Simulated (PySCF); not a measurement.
## Frontier levels across methods

Compound: C4H9B.
Z-matrix (Å and degrees, PBE0-D3(BJ)/def2-SVP geometry), rows numbered from 1:
```
B 
C   1  1.5425
C   2  1.5085  1  118.79
C   2  1.3589  1  121.98  3   179.44
C   4  1.4869  2  128.95  1     0.58
H   1  1.2086  2  122.51  3   179.49
H   1  1.2120  2  119.76  3    -0.62
H   3  1.1022  2  111.12  1   -59.26
H   3  1.1014  2  112.46  1   179.67
H   3  1.1022  2  111.07  1    58.59
H   4  1.1020  2  117.15  1  -179.38
H   5  1.1034  4  110.10  2   122.03
H   5  1.1035  4  110.09  2  -121.63
H   5  1.0962  4  113.01  2     0.18
```

Basis pcSseg-1 throughout (PySCF), one geometry. Isolated species at its PBE0-D3(BJ)/def2-SVP geometry, gas phase.

How do the orbital energies, the gap and the dipole change with the method?

```tsv
method	kind	HOMO (eV)	LUMO (eV)	gap (eV)	μ (D)	SCF cycles
BLYP	GGA	-6.22	-2.62	3.61	1.62	14
B97-D	GGA	-6.31	-2.61	3.71	1.60	14
OPBE	GGA	-6.36	-2.65	3.72	1.63	14
PBE	GGA	-6.39	-2.79	3.60	1.65	14
KT3	GGA	-6.40	-2.69	3.71	1.58	14
KT2	GGA	-6.40	-2.77	3.63	1.62	14
BP86	GGA	-6.48	-2.86	3.63	1.64	14
LDA	LDA	-6.54	-3.04	3.50	1.70	14
B97-2	global hybrid	-7.16	-1.84	5.33	1.53	13
B3LYP	global hybrid	-7.20	-2.03	5.16	1.54	14
PBE0	global hybrid	-7.41	-1.85	5.56	1.55	14
mPW1PW91	global hybrid	-7.43	-1.84	5.59	1.54	14
BHandHLYP	global hybrid	-8.27	-0.77	7.49	1.46	12
CAM-B3LYP	range-separated hybrid	-8.65	-0.73	7.92	1.48	12
wB97X-D	range-separated hybrid	-9.19	-0.01	9.18	1.46	13
HF	Hartree–Fock	-9.56	1.80	11.35	1.40	11
LC-wPBE	range-separated hybrid	-9.99	0.38	10.37	1.42	13
```

The HOMO spans 3.77 eV, from BLYP down to LC-wPBE, and the gap runs from 3.50 eV (LDA) to 11.35 eV (HF). Over the methods BLYP (0 %), B97-D (0 %), OPBE (0 %), PBE (0 %), KT3 (0 %), KT2 (0 %), BP86 (0 %), LDA (0 %), B97-2 (21 %), B3LYP (20 %), PBE0 (25 %), mPW1PW91 (25 %), BHandHLYP (50 %), HF (100 %), a straight line through the gap against the share of exact exchange rises by 0.77 eV for each 10 % (correlation coefficient 1.000). The dipole ranges from 1.40 D (HF) to 1.70 D (LDA). This basis has no diffuse functions.
